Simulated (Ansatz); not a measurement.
Consider the substitution at a C–N bond: `CNN` + `[OH][Ge][F]` → `C[O][Ge][F]` + `NN`.

Isolated molecules relaxed with PBE0-D4/def2-TZVP in Ansatz; ΔE leaves out vibrations. CCSD(T)/CBS adds triple-zeta CCSD(T) − MP2 to the extrapolated MP2 energy (def2 sets, frozen cores). This one scheme is used for every species. Functionals use def2-TZVPP. B3LYP here is the variant with VWN-RPA as its local correlation; programs differ in this. HSE06 is defined as in plane-wave codes. For Ge outer-core shells are correlated without core-valence functions, which leaves a few kJ/mol of doubt a bond. Scalar relativity is left out up to krypton. Each species was taken in one conformer, which may not be the lowest.

Task: Is it downhill or uphill in electronic energy at CCSD(T)/CBS, and by how much? (An estimate is asked.)

Result: Ansatz gave: Uphill: ΔE = +7.7 kcal/mol.

Task: What do these levels give: B3LYP-D4, BHLYP-D4, revPBE, HSE06, CCSD/def2-SVP, CCSD(T)/def2-TZVPP? (Best estimate.)

Result: Computed: B3LYP-D4 6.5, BHLYP-D4 6.7, revPBE 7.3, HSE06 7.9, CCSD/def2-SVP 7.2, CCSD(T)/def2-TZVPP 7.6 kcal/mol.

Task: What do rigid-rotor, harmonic-oscillator terms from PBE0-D4/def2-TZVP frequencies (298.15 K, 1 bar) make of the CCSD(T)/CBS value? (Estimate.)

Result: Ansatz gave: ΔZPE = +0.2 kcal/mol, ΔH = +8.3 kcal/mol, ΔS = 2 J/(mol·K), ΔG = +8.2 kcal/mol.

Largest T1 diagnostic among the species: 0.015.

Leaving LDA and LC-ωPBE aside and taking each functional with its dispersion term where it has one, the values, not all of them listed here, spread over 2.0 kcal/mol, from BLYP-D4 to PBE-QIDH. LDA lies +0.8 kcal/mol from PBE without D4. In def2-TZVPP, CCSD(T) changes the Hartree–Fock value by +0.7 kcal/mol (the triples alone add −0.1 kcal/mol) and MP2 by +1.5 kcal/mol.
